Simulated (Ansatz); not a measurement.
Geometry optimisation, Ansatz, RKS B3LYP-D4/def2-SVP.

Input file:

```yaml
crystal:
  periodic: [false, false, false]
  atoms:
    - { symbol: Si, position_ang: [-0.164555, -0.160445, 0.15056] }
    - { symbol: H, position_ang: [-0.186755, -0.040105, 1.611084] }
    - { symbol: O, position_ang: [1.359171, -0.054127, -0.514253] }
    - { symbol: H, position_ang: [1.698165, -0.896001, -0.843367] }
    - { symbol: O, position_ang: [-1.144826, 1.03088, -0.425582] }
    - { symbol: H, position_ang: [-1.000251, 1.313241, -1.336597] }
    - { symbol: O, position_ang: [-0.640769, -1.690655, -0.296115] }
    - { symbol: H, position_ang: [-1.46687, -2.035396, 0.061533] }
    - { symbol: S, position_ang: [1.531854, 2.341919, 1.648885] }
    - { symbol: H, position_ang: [2.13721, 1.529781, 0.753132] }
    - { symbol: H, position_ang: [0.967527, 1.261307, 2.290919] }
basis:
  gaussian: { orbitals: def2-SVP }
hamiltonian:
  xc: b3lyp
  dispersion: d4
relax:
  f_tol: 0.03
  max_steps: 50
```

Command:

```bash
$ ansatz run input.yaml --threads 4 --pin off --max-ram 5120MiB --backend cpu --events-out ev --progress --plain --runs-dir out
```

Task: Where does it end, and by what steps?

Result: The forces met the threshold. The force dipped under the threshold on the way, but the program's further checks kept it going. After 15 steps the energy has fallen by 0.185 eV; H11 moved furthest, 1.17 Å.

| step | energy less start (eV) | largest force component (eV/Å) | accepted |
| --- | --- | --- | --- |
| 0 | 0.0000 | 0.674 | yes |
| 1 | -0.1184 | 0.388 | yes |
| 2 | -0.1553 | 0.117 | yes |
| 3 | -0.1642 | 0.122 | yes |
| 4 | -0.1695 | 0.119 | yes |
| 5 | -0.1741 | 0.313 | yes |
| 6 | -0.1779 | 0.142 | yes |
| 7 | -0.1751 | 0.275 | no |
| 8 | -0.1814 | 0.026 | yes |
| 9 | -0.1804 | 0.192 | no |
| 10 | -0.1825 | 0.020 | yes |
| 11 | -0.1832 | 0.029 | yes |
| 12 | -0.1839 | 0.044 | yes |
| 13 | -0.1841 | 0.129 | yes |
| 14 | -0.1846 | 0.060 | yes |
| 15 | -0.1848 | 0.017 | yes |

```xyz
11
Properties=species:S:1:pos:R:3
Si -0.371 -0.308 0.094
H -0.617 -0.259 1.548
O 1.223 -0.044 -0.313
H 1.710 -0.826 -0.602
O -1.314 0.883 -0.549
H -1.107 1.177 -1.444
O -0.672 -1.822 -0.525
H -1.534 -2.218 -0.354
S 1.916 2.629 1.689
H 1.950 1.600 0.808
H 1.908 1.789 2.748
```

Whether the end is a true minimum wasn't checked by a vibrational analysis.

Time of the run: 39 s on 4 threads of Arm Neoverse N1, on a shared host, peak memory 0.24 GiB.
